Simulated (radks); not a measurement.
Fractional charge and spin in the 5s shell of antimony: the spin-up occupation runs from 0 to 1 and the spin-down occupation from 0 to 1; the fullest corner is Sb2+, [Kr] 4d10 5p(up 0.5, down 0.5) 5s(up 1, down 1). All-electron calculation, scalar-relativistic Kohn-Sham, r2SCAN, spin-polarised, spherical densities, finite nucleus; meta-GGA in the generalised Kohn-Sham scheme; Fermi nuclear charge, rms radius of each element as measured or else 0.836 A^(1/3) + 0.57 fm. Program: a radial shooting solver on a logarithmic mesh with Libxc functionals. Energy (eV) minus the two flat planes that join the four corners (they meet along the diagonal where the two added fractions sum to one electron); zero is where a piecewise linear energy would lie.

down \ up,0,0.25,0.5,0.75,1
0,0.000,-0.871,-1.161,-0.865,0.000
0.25,-0.871,-1.017,-0.595,0.401,-0.824
0.5,-1.161,-0.595,0.527,-0.571,-1.105
0.75,-0.865,0.401,-0.571,-0.978,-0.828
1,0.000,-0.824,-1.105,-0.828,0.000

Corners above the fullest one (they belong to Sb3+ and the next ion): (up 1, down 0) 34.148 eV, (up 0, down 1) 34.148 eV, (up 0, down 0) 79.442 eV. With half an added electron in each spin the energy lies 0.527 eV from the planes, and with half an added electron in spin up alone -1.161 eV. The planes are only a guide here: the flat-plane condition holds for ground states with one frontier orbital, while this shell lies below other occupied shells, so the corners above the fullest one are inner-hole states and not the ground states of those ions.
